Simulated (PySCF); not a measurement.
# Spin–spin coupling constants

Geometry:
| atom | x (Å) | y (Å) | z (Å) |
| --- | --- | --- | --- |
| C1 | -0.036 | 1.140 | 0.438 |
| C2 | 1.118 | 0.172 | 0.724 |
| C3 | 1.468 | -0.713 | -0.460 |
| Se4 | 0.060 | -2.042 | -0.788 |
| C5 | -1.422 | -0.917 | -0.160 |
| C6 | -1.150 | 0.551 | -0.437 |
| H7 | -0.457 | 1.476 | 1.400 |
| H8 | 0.354 | 2.046 | -0.055 |
| H9 | 2.007 | 0.746 | 1.033 |
| H10 | 0.865 | -0.479 | 1.578 |
| H11 | 2.384 | -1.293 | -0.275 |
| H12 | 1.625 | -0.119 | -1.374 |
| H13 | -2.310 | -1.273 | -0.702 |
| H14 | -1.588 | -1.101 | 0.913 |
| H15 | -2.076 | 1.133 | -0.289 |
| H16 | -0.892 | 0.658 | -1.504 |

Indirect spin–spin couplings were computed at B3LYP/pcJ-1 (pcSseg-1 on Se) (without the spin–dipole term) (PySCF) on a PBE0-D3(BJ)/def2-SVP structure, for the isolated molecule, without vibrational or relativistic corrections. Couplings are averaged over pairs made equivalent by symmetry, fast rotation or ring inversion, so a value needn't be that of the named pair in this geometry, while other rotamers aren't included; one pair stands for each set, and the list holds those of at least 1.5 Hz over up to four bonds.

Isotopes: $^{13}$C, $^{1}$H.

```csv
pair,bonds,J (Hz)
"C1, C2",1,36.1
"C1, H7",1,?
"C2, C3",1,35.5
"C2, H9",1,133.6
"C3, H11",1,?
"C1, C3",2,?
"C1, H9",2,-3.1
"C2, H7",2,?
"C2, H11",2,-2.3
"C3, H9",2,?
"H7, H8",2,-15.2
"H9, H10",2,-15.7
"H11, H12",2,-11.9
"C1, H11",3,6.6
"C2, C5",3,7.0
"C2, H15",3,?
"C3, H7",3,5.3
"C3, H13",3,1.8
"H7, H9",3,7.5
"H7, H10",3,?
"H9, H11",3,11.2
"H9, H12",3,2.7
```

Q: Estimate the withheld couplings, with signs.

A: 
- $^{1}J$(C1,H7) = 132.2 Hz (bond length 1.103 Å, sp3 carbon)
- $^{1}J$(C3,H11) = 147.7 Hz (bond length 1.099 Å, sp3 carbon)
- $^{2}J$(C1,C3) = -1.5 Hz (angle at C2 113°)
- $^{2}J$(C2,H7) = -3.3 Hz
- $^{2}J$(C3,H9) = -3.4 Hz (mean over equivalent pairs that range from -5.5 to -1.4 Hz in this conformer)
- $^{3}J$(C2,H15) = 3.7 Hz (mean over equivalent pairs that range from 0.3 to 7.2 Hz in this conformer)
- $^{3}J$(H7,H10) = 9.7 Hz

Relativistic effects of the heavier atoms present are left out.
